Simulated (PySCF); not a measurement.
# Complete the spectrum of C5H7BF2GaN

Compound: C₅H₇BF₂GaN.
SMILES: `FB(F)c1cc[n+]([GaH3-])cc1`

Theory: PySCF, TDDFT B3LYP/def2-SVPD, vertical, gas phase, core orbitals frozen in the response. Geometry: PBE0-D3(BJ)/def2-SVP; no solvent, vibrations or thermal averaging. Relativistic effects, spin–orbit coupling among them, are left out although an element past zinc is present. Torsions of this conformer, `[F:1][B:2]([F:3])[c:4]1[cH:5][cH:6][n+:7]([GaH3-:8])[cH:9][cH:10]1`: F1–B2–C4–C5 -179°.

Lowest singlets, with some entries withheld (?).

| state | E (eV) | f | main configurations (H = HOMO, L = LUMO) |
| --- | --- | --- | --- |
| S1 | 3.41 | 0.055 | H→L (99%) |
| S2 | 3.47 | 0.0005 | ? |
| S3 | 4.52 | 0.0024 | H→L+1 (93%) |
| S4 | 4.69 | 0.0027 | ? |
| S5 | 4.77 | ? | H-3→L (97%) |
| S6 | ? | 0.055 | ? |
| S7 | 5.90 | ? | H-3→L+1 (98%) |
| S8 | ? | 0.074 | H-4→L (73%), H-2→L+1 (25%) |
| S9 | 6.18 | ? | H→L+2 (88%), H→L+4 (11%) |
| S10 | 6.33 | 0.010 | H-1→L+2 (87%), H-1→L+4 (11%) |

**Question.** Supply the missing values.

**Answer.** 
- S2: H-1→L (100%)
- S4: H-1→L+1 (99%)
- S5: f = 0.0032
- S6: E = 4.96 eV; H-2→L (84%), H-4→L+1 (8%)
- S7: f = 0.0001
- S8: E = 6.05 eV
- S9: f = 0.013

**Question.** What is the vertical ionisation energy by ΔSCF at this level?

**Answer.** 9.47 eV; −ε(HOMO) is 7.18 eV.

**Question.** How far apart are S1 and S5, in eV and cm⁻¹?

**Answer.** 4.774 − 3.408 = 1.366 eV, or about 11020 cm⁻¹.

**Question.** Where do the lowest triplets lie (Tamm–Dancoff)?

**Answer.** T1 3.22 eV, H→L (96%); T2 3.45 eV, H-1→L (99%); T3 3.84 eV, H-2→L (97%); T4 4.24 eV, H-4→L (47%), H-2→L+1 (45%). E(S1) − E(T1) = +0.19 eV.

Hardware: one thread of an Arm Neoverse V2, no GPU, shared host with 32 logical CPUs at a one-minute load of 31. Cost: 6.8 min (grids of density and orbitals included), 1.2 GiB resident at most.
